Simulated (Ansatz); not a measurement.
Consider the ligand exchange at the Si–N bond: `N[SiH](F)/N=C/F` + `[NH2][GeH2][OH]` → `[NH2][GeH2][O][SiH](N)F` + `N=CF`.

Program: Ansatz. Geometries: PBE0-D4/def2-TZVP. ΔE: electronic, gas phase. CCSD(T)/CBS adds triple-zeta CCSD(T) − MP2 to the extrapolated MP2 energy (def2 sets, frozen cores). This one scheme is used for every species. Functionals use def2-TZVPP. B3LYP here is the variant with VWN-RPA as its local correlation; programs differ in this. For Ge outer-core shells are correlated without core-valence functions, which leaves a few kJ/mol of doubt a bond. Scalar relativity is left out up to krypton. One conformer a species, not always the lowest.

`N[SiH](F)/N=C/F`:

```xyz
10

N     0.822   -1.146   -1.271
Si   -0.444   -0.641   -0.277
F    -1.514    0.277   -1.047
N     0.268    0.259    1.006
C    -0.056    1.401    1.349
F     0.547    2.014    2.370
H     0.701   -1.749   -2.065
H     1.727   -0.708   -1.242
H    -1.234   -1.770    0.247
H    -0.818    2.064    0.929
```

`[NH2][GeH2][OH]`:

Z-matrix (Å, degrees):
```
Ge
O 1 1.780
N 1 1.819 2 104.8
H 1 1.538 2 111.2 3 -115.1
H 1 1.549 2 106.5 3 123.0
H 2 0.959 1 112.2 3 -147.4
H 3 1.009 1 115.8 2 -150.0
H 3 1.009 1 117.0 2 77.3
```

`[NH2][GeH2][O][SiH](N)F`:

Cartesian coordinates in Å:
```
N 2.011 -0.047 -0.715
Ge 0.968 -1.448 -0.206
O -0.792 -1.075 -0.286
Si -1.529 0.348 -0.116
N -0.826 1.217 1.179
F -1.313 1.298 -1.384
H 1.869 0.783 -0.155
H 1.937 0.202 -1.692
H 1.263 -1.781 1.261
H 1.168 -2.614 -1.177
H -2.982 0.093 -0.042
H -0.814 0.811 2.102
H -0.959 2.215 1.232
```

`N=CF`:

```xyz
5

N     0.403    0.798   -0.336
C     0.025   -0.314    0.068
F     0.853   -1.352    0.029
H    -0.341    1.484   -0.241
H    -0.939   -0.616    0.481
```

```
             level  ΔE (kJ/mol)
          B3LYP-D4        -78.3
           ωB97X-V        -77.4
           ωB97M-V        -78.2
              PBE0        -70.4
   CCSD/def2-TZVPP        -82.8
     HF/def2-QZVPP        -80.3
SCS-MP2/def2-QZVPP        -78.3
     MP2/CBS(def2)        -75.2
```

Problem. What does CCSD(T)/CBS give? (An estimate is asked.)

Solution. Ansatz gave: -79.1 kJ/mol. The listed levels differ from it by 0.8, 1.7, 0.9, 8.7, -3.7, -1.2, 0.8, 3.9 kJ/mol.

Largest T1 diagnostic among the species: 0.013.

From PBE to PBE0 (25 % exact exchange), in def2-TZVPP and without D4, ΔE moves by −3.2 kJ/mol. The D4 term adds −6.9 kJ/mol with B3LYP and −4.1 kJ/mol with PBE0; it sums over pairs of atoms, weighted by their polarisabilities, and B3LYP, whose exchange is more repulsive, gets the larger term.

CCSD(T)/CBS has its own doubt, a few kJ/mol and more with outer-core shells, so smaller differences from it don't rank the levels.
